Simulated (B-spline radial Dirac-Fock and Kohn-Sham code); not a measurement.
K-line shifts caused by a second vacancy in Ce

System: neutral cerium, 1s2 2s2 2p6 3s2 3p6 3d10 4s2 4p6 4d10 4f1 5s2 5p6 5d1 6s2.

Level of theory: multi-electron Dirac-Fock with separately optimised hole states, Breit and Lamb-shift corrections added in first order; a radial finite-basis atomic code. Each two-hole energy is an average over J within one jj subconfiguration, not an observable level; in light atoms, where LS coupling holds, the j-resolved values are not observed lines, and for a K spectator the Kα1 hypersatellite is nearly forbidden. No correlation.

Lines without a spectator: Kα2 (K-L2) 34275.9 eV, Kα1 (K-L3) 34717.0 eV, Kβ3 (K-M2) 39164.7 eV, Kβ1 (K-M3) 39253.1 eV. Shifts in eV with one spectator hole (a dash: not computed, or left out as unreliable):

| spectator hole | Kα2 | Kα1 | Kβ3 | Kβ1 |
| --- | --- | --- | --- | --- |
| L2 (2p1/2) | +80.6 | +103.7 | – | +212.8 |
| L3 (2p3/2) | +72.9 | +75.1 | +179.7 | – |
| M2 (3p1/2) | – | +13.38 | +28.99 | +34.9 |
| M3 (3p3/2) | +8.92 | – | +28.03 | +27.69 |
| M4 (3d3/2) | +2.08 | -1.07 | – | – |
| M5 (3d5/2) | -1.87 | +0.68 | – | – |

Q: Where does the K-L3 hypersatellite lie, emitted when both K electrons are missing?

A: +727.5 eV from the normal line, at 35444.4 eV. Removing both K electrons costs 81878.3 eV, which is 977.1 eV more than twice the K binding energy.

With n spectator holes in 2p, averaged over the 2p shell (energies in eV):

| n | KαLⁿ | step | hypersatellite KαʰLⁿ |
| --- | --- | --- | --- |
| 0 | 34569.9 | – | 35287.1 |
| 1 | 34652.4 | +82.5 | 35371.2 |
| 2 | 34736.3 | +83.9 | 35456.7 |
| 3 | 34821.5 | +85.2 | 35543.6 |
| 4 | 34908.1 | +86.6 | 35631.8 |
| 5 | 34996.1 | +88.0 | 35721.5 |
